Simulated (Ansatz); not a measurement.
One change: `O[SiH](F)[SiH2][SiH3]` becomes `O[SiH](F)[SiH2]Cl`.

Ansatz, PBE0-D4/def2-TZVP geometries, multiplicity 1. Each molecule was computed in one conformer, which needn't be the lowest.

```csv
property,`O[SiH](F)[SiH2][SiH3]`
LUMO energy (PBE0/def2-TZVPP) / eV,-0.52
HOMO energy (B3LYP/def2-TZVPP) / eV,-7.74
size of the dipole moment (B3LYP/def2-TZVPP) / D,1.60
size of the dipole moment (ωB97M-V/def2-TZVPP) / D,1.60
HOMO energy (PBE0/def2-TZVPP) / eV,-7.93
LUMO energy (PBE/def2-TZVPP) / eV,-1.33
```

Q: What does the change do to each property? (An estimate is asked.)

A: The calculation gave: 
| property | `O[SiH](F)[SiH2]Cl` | shift |
| --- | --- | --- |
| LUMO energy (PBE0/def2-TZVPP) / eV | -1.05 | -0.53 |
| HOMO energy (B3LYP/def2-TZVPP) / eV | -8.03 | -0.29 |
| size of the dipole moment (B3LYP/def2-TZVPP) / D | 1.29 | -0.31 |
| size of the dipole moment (ωB97M-V/def2-TZVPP) / D | 1.26 | -0.34 |
| HOMO energy (PBE0/def2-TZVPP) / eV | -8.22 | -0.29 |
| LUMO energy (PBE/def2-TZVPP) / eV | -1.89 | -0.56 |

With PBE0 the HOMO falls by 0.29 eV and the LUMO falls by 0.53 eV, so the gap narrows by about 0.24 eV. PBE moves the HOMO by -0.20 eV and ωB97M-V by -0.34 eV. The zero-point energy changes by -59.4 kJ/mol with -9 modes. Dipoles are sizes alone; their direction can turn.

B3LYP here is the variant with VWN-RPA as its local correlation; programs differ in this.
